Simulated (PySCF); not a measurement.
Ga(Br)2(OH) (Br₂GaHO), SMILES [Br][Ga]([OH])[Br]. Atoms are numbered in the order given.

```xyz
5

Ga     0.5588     0.0066     0.0000
Br    -0.5640    -1.9701     0.0000
Br    -0.5406     1.9792     0.0000
O      2.3258     0.0392     0.0000
H      2.7293    -0.8365     0.0000
```
Charge 0, spin multiplicity 1.

Geometry optimised at PBE0-D3(BJ)/def2-SVP. The structure was generated by enumeration; whether it is a known compound was not checked. Other conformers were not sampled.

Calculation: PBE/def2-TZVP in PySCF.

Gas-phase values at a fixed geometry.

```
Item                                                                                                            Value
---------------------------------------------------------------------------------------------  ----------------------
total energy                                                                                      -7148.03129 hartree
point group                                                                                                        Cs
highest occupied level                                                                                       -7.41 eV
lowest empty level                                                                                           -2.68 eV
orbital gap                                                                                                   4.73 eV
dipole moment                                                                                                  1.29 D
quadrupole, principal values (traceless, Buckingham form, about the centre of nuclear charge)   -7.45, 1.94, 5.51 D·Å
mean static polarisability                                                                      71.5 bohr³ (10.60 Å³)
polarisability, principal values                                                               50.2, 70.6, 93.7 bohr³
```
